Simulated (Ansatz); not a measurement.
A geometry relaxed with PBE-D3(BJ)/def2-SVP run with Ansatz (an electronic-structure program), charge 0, multiplicity 1:

```xyz
29

C      0.6612     1.3002    -0.5338
H     -2.4423    -1.6130     0.1808
H     -2.6123     1.0752     0.7868
H      0.1389     0.4956     2.1109
H     -0.1414     2.0487    -0.7096
C      0.0000     0.0000     0.0000
C     -1.0582    -0.4260    -1.0542
C     -1.7552     1.3110     1.4502
H      1.3747     2.2191     1.3361
H     -2.5801    -1.9027    -1.5740
H     -1.0760    -0.7242     1.7432
H      2.1511     2.8473    -0.1420
H     -1.3790     2.3134     1.1601
C      1.8612    -1.5445    -1.0260
H     -0.5444    -0.5387    -2.0333
C     -1.8581    -1.6955    -0.7584
H      2.5842    -2.3435    -0.7646
H      1.0756     1.0877    -1.5430
H     -1.2069    -2.5885    -0.6650
H      0.5468    -2.0056     0.6320
H     -1.7614     0.4223    -1.2000
H      1.2112    -1.9440    -1.8312
H     -2.1552     1.3988     2.4805
H      2.4445    -0.7058    -1.4579
H      2.6101     1.2436     0.4902
C      1.7521     1.9290     0.3343
C      1.0597    -1.1171     0.2043
C     -0.6626     0.2429     1.3836
H      1.7618    -0.7858     0.9997
```

Problem. Write the SMILES of this molecule.

Solution. `CCC(CC)(CC)CC`
